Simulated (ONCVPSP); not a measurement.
# P (Z = 15): variants of one ONCV potential

Base potential:

* Element: P
* Generator: ONCVPSP 4.0.1
* Type: optimised norm-conserving Vanderbilt (ONCV)
* Functional: PBE
* Relativity: scalar-relativistic
* Frozen core: [Ne]
* Valence charge: 5
* Reference configuration: 3s2 3p3
* Partial waves: 3s: rc 1.55 bohr, ncon 4, nbas 8, qcut 4.5 1/bohr, 2 projectors, debl 3.5 Ha; 3p: rc 1.45 bohr, ncon 5, nbas 9, qcut 5.4 1/bohr, 3 projectors, debl 3.1 Ha
* Local potential: polynomial inside 1.15 bohr (lpopt 5, dvloc0 0 Ha)
* Core correction: none

All-electron outer shells of the reference configuration (PBE, scalar-relativistic, ld1.x):

```tsv
shell	level (eV)	outermost node (bohr)	outermost maximum (bohr)
2s	-173.99	0.14	0.42
2p	-124.49	–	0.36
3s	-13.97	0.65	1.58
3p	-5.51	0.64	1.83
```

Cutoffs, loose and tight: the cutoffs (Ha) at which the residual kinetic energy of the hardest occupied pseudo-wave falls to 1 and 0.1 mHa per electron. They do not see the model core or the augmentation charge, which bear on the density cutoff. Test errors are all-electron minus pseudo excitation energies from the reference, over the configurations 3s2 3p2; 3s2 3p1; 3s2 3p0; 3s0 3p5. A dash means not determined; rows that change the core or the reference have their own tests.

For the base: The cutoffs count occupied waves only; projector 2 of the p channel, the hardest unoccupied one, needs 145 Ha at the loose tolerance.

A true bound ghost makes a file unfit for plane-wave use even where its test errors are small: the radial tests pick states by their node count and pass the ghost by.

```tsv
change	outcome	cutoff, loose	cutoff, tight	bound ghosts	GHOST(+) flags above zero	largest test error (meV)
base	generated	9.9 Ha	104 Ha	p	s, p	+21
s: qcut 2.6	generated	60 Ha	104 Ha	p	s, p	+47
s: qcut 6.1	generated	11 Ha	104 Ha	p	s, p	+19
s: qcut 6.8	generated	11 Ha	104 Ha	p	s, p	+19
```

Q: What comes out with this change to the base: s: qcut 4.9?

A: outcome: generated; cutoff, loose: 10 Ha; cutoff, tight: 104 Ha; bound ghosts: p; GHOST(+) flags above zero: s, p; largest test error (meV): +20.

Q: What comes out with this change to the base: s: qcut 3.6?

A: outcome: generated; cutoff, loose: 31 Ha; cutoff, tight: 104 Ha; bound ghosts: p; GHOST(+) flags above zero: s, p; largest test error (meV): +34.

Reading the sweep of the qcut of the s channel (base included, trends over the rows without a ghost): Bound ghosts are found at 2.6, 3.6, 4.5, 4.9, 6.1, 6.8 1/bohr. Every judged row has one, so this setting neither creates nor removes them.
